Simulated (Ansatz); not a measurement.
The same path of C$_{2}$H$_{9}$NO$_{2}$Sn (15 atoms, charge 0, multiplicity 1) was run twice with different band settings. The coordinate that changes most is the dihedral H12–C4–C5–H13.

The calculation used RKS B3LYP-D4/def2-SVP in Ansatz 0.2.0.

Relaxed end points:

```xyz
15
Properties=species:S:1:pos:R:3
N -0.018 -1.627 1.823
Sn 0.929 -0.224 0.649
O 2.667 -1.098 0.153
C 0.037 0.191 -1.294
C -1.072 1.202 -1.072
O -1.715 0.859 0.157
H 0.074 -2.557 1.408
H -1.019 -1.426 1.868
H 1.247 1.176 1.607
H 3.204 -1.297 0.932
H -0.353 -0.766 -1.673
H 0.804 0.553 -1.994
H -0.645 2.222 -1.016
H -1.804 1.197 -1.905
H -2.357 1.543 0.388
```

```xyz
15
Properties=species:S:1:pos:R:3
N -0.626 -1.365 1.640
Sn 0.959 -0.410 0.732
O 2.171 -1.911 0.183
C 0.496 0.529 -1.177
C -0.925 1.051 -1.091
O -1.076 1.649 0.196
H -0.946 -2.163 1.088
H -1.421 -0.732 1.741
H 1.745 0.575 1.905
H 2.508 -2.402 0.945
H 0.624 -0.214 -1.978
H 1.217 1.344 -1.337
H -1.136 1.790 -1.890
H -1.640 0.214 -1.218
H -1.973 1.995 0.290
```

Common settings: movable images 5; spring 5.0 eV/Å²; start path IDPP; force threshold 0.03 eV/Å; end points relaxed.

| run | climbing image | optimiser | iteration limit |
| --- | --- | --- | --- |
| 1 | yes | quadratic models (default) | 46 |
| 2 | from the first iteration | lbfgs | 48 |

Q: What does each run give, and how far can it be trusted?

A: Run 1: converged after 8 iterations, highest image 0.041 eV above the first end. A vibrational analysis at the climbing image gives one clearly imaginary mode, 104i cm⁻¹: a first-order saddle point.
Run 2: converged after 26 iterations, highest image 0.045 eV above the first end. The order of the stationary point at the top wasn't checked.
